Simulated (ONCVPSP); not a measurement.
**u(r) = r·R(r): atom against pseudo-atom (chlorine)**

Columns: radius, all-electron u(r) and pseudo u(r) of the 3s shell (level -32.09 eV) of chlorine in the configuration [Ne] 3s2 3p4; PBE, scalar-relativistic, ONCV scheme, ONCVPSP 4.0.1.

```json
{"r (bohr)": "0.068", "all-electron": "0.2088", "pseudo": "0.0334"}
{"r (bohr)": "0.135", "all-electron": "-0.0648", "pseudo": "0.0652"}
{"r (bohr)": "0.202", "all-electron": "-0.3157", "pseudo": "0.0968"}
{"r (bohr)": "0.270", "all-electron": "-0.4375", "pseudo": "0.1323"}
{"r (bohr)": "0.338", "all-electron": "-0.4333", "pseudo": "0.1749"}
{"r (bohr)": "0.405", "all-electron": "-0.3425", "pseudo": "0.2248"}
{"r (bohr)": "0.473", "all-electron": "-0.1990", "pseudo": "0.2809"}
{"r (bohr)": "0.540", "all-electron": "-0.0346", "pseudo": "0.3385"}
{"r (bohr)": "0.608", "all-electron": "0.1358", "pseudo": "0.3979"}
{"r (bohr)": "0.675", "all-electron": "0.2948", "pseudo": "0.4589"}
{"r (bohr)": "0.742", "all-electron": "0.4378", "pseudo": "0.5254"}
{"r (bohr)": "0.810", "all-electron": "0.5629", "pseudo": "0.5993"}
{"r (bohr)": "0.878", "all-electron": "0.6670", "pseudo": "0.6762"}
{"r (bohr)": "0.945", "all-electron": "0.7492", "pseudo": "0.7483"}
{"r (bohr)": "1.013", "all-electron": "0.8131", "pseudo": "0.8106"}
{"r (bohr)": "1.080", "all-electron": "0.8580", "pseudo": "0.8566"}
{"r (bohr)": "1.148", "all-electron": "0.8874", "pseudo": "0.8870"}
{"r (bohr)": "1.215", "all-electron": "0.9024", "pseudo": "0.9023"}
{"r (bohr)": "1.283", "all-electron": "0.9055", "pseudo": "0.9055"}
{"r (bohr)": "1.350", "all-electron": "0.8985", "pseudo": "0.8985"}
{"r (bohr)": "1.418", "all-electron": "0.8831", "pseudo": "0.8831"}
{"r (bohr)": "1.485", "all-electron": "0.8615", "pseudo": "0.8614"}
{"r (bohr)": "1.553", "all-electron": "0.8342", "pseudo": "0.8342"}
{"r (bohr)": "1.620", "all-electron": "0.8035", "pseudo": "0.8035"}
{"r (bohr)": "1.688", "all-electron": "0.7696", "pseudo": "0.7696"}
{"r (bohr)": "1.755", "all-electron": "0.7343", "pseudo": "0.7342"}
```

Question: How many radial nodes do the two functions have?

Answer: The all-electron 3s function has n − l − 1 = 2; the pseudo-wave has 0, since the states of the same l below it are removed with the core.

Question: At about which radius was the pseudo-wave matched?

Answer: 1.35 bohr. The columns agree to 0.0005 from 1.15 bohr on; several derivatives are matched, so the curves merge somewhat inside the radius.

Question: Is the pseudo-wave norm-conserving?

Answer: Yes: the ONCV scheme keeps the norm inside the radius equal to the all-electron one, which fixes the energy derivative of the logarithmic derivative at the level.
